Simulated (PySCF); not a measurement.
C6H5NO: calculation and literature

Numbering as in the mapped SMILES `[O:1]=[CH:2][c:3]1[cH:4][cH:5][cH:6][cH:7][n:8]1`. Each H is labelled by its parent atom.

Published estimates (parent shift plus substituent increments) and measurements: δ $^{13}$C C3 152.8; C7 150.2; C5 137.1; C6 127.9; C4 121.7; δ $^{1}$H H(C7) 8.80; H(C4) 7.98; H(C5) 7.88; H(C6) 7.56 ppm (estimated from measurements, as parent shift plus tabulated substituent increment; solution, not stated per compound (mostly CDCl3 or CCl4); Pretsch, Buehlmann, Badertscher, Structure Determination of Organic Compounds, 4th ed. (2009)).

No solvent model, one computed conformer, relativity neglected. PBE0-D3(BJ)/def2-SVP structure; shieldings: GIAO CAM-B3LYP/pcSseg-2; PySCF 2.14.0 with density-fitted response routines.

Question: What does the calculation give, and how does it compare?

Answer: 
Reference values: estimated from measurements, as parent shift plus tabulated substituent increment (solution, not stated per compound (mostly CDCl3 or CCl4); Pretsch, Buehlmann, Badertscher, Structure Determination of Organic Compounds, 4th ed. (2009)).
```csv
atoms,quantity,reference,computed
C3,δ $^{13}$C,152.8,167.3
C7,δ $^{13}$C,150.2,163.4
C5,δ $^{13}$C,137.1,149.9
C6,δ $^{13}$C,127.9,139.8
C4,δ $^{13}$C,121.7,133.9
H(C7),δ $^{1}$H,8.80,9.00
H(C4),δ $^{1}$H,7.98,8.41
H(C5),δ $^{1}$H,7.88,8.01
H(C6),δ $^{1}$H,7.56,7.59
```

Computed shifts are σ(ref) − σ with the named reference compound (TMS for H and C) calculated as an isolated molecule at the same level.

Question: How far are the unscaled $^{13}$C shifts from the references?

Answer: Mean signed difference +12.92 ppm, mean absolute 12.92 ppm over 5 comparisons; the largest is +14.5 ppm at C3 (substituted aromatic carbon next to a ring nitrogen).

Question: How far are the unscaled $^{1}$H shifts from the references?

Answer: Mean signed difference +0.20 ppm, mean absolute 0.20 ppm over 4 comparisons; the largest is +0.43 ppm at H(C4) (hydrogen on an aromatic CH).

9 of the 18 published NMR values on file for this molecule are compared.
